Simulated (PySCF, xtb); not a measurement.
CH₃BO, SMILES C(#[O+])[BH3-].

Harmonic wavenumbers (cm⁻¹) from GFN2-xTB run with xtb at its own minimum, in rising order: 197, 198, 755, 757, 886, 1097, 1098, 1106, 2128, 2458, 2462, 2466.

### Question
What does PySCF 2.14.0 with B3LYP-D3(BJ)/def2-TZVP give at its own minimum? (The exact figures need the calculation; the answer reports its results.)

### Answer
305, 305, 758, 824, 824, 1094, 1113, 1113, 2213, 2457, 2525, 2525. Paired by order, the mean absolute difference is 48 cm⁻¹ and the zero-point energies are 22.3 and 23.0 kcal/mol.
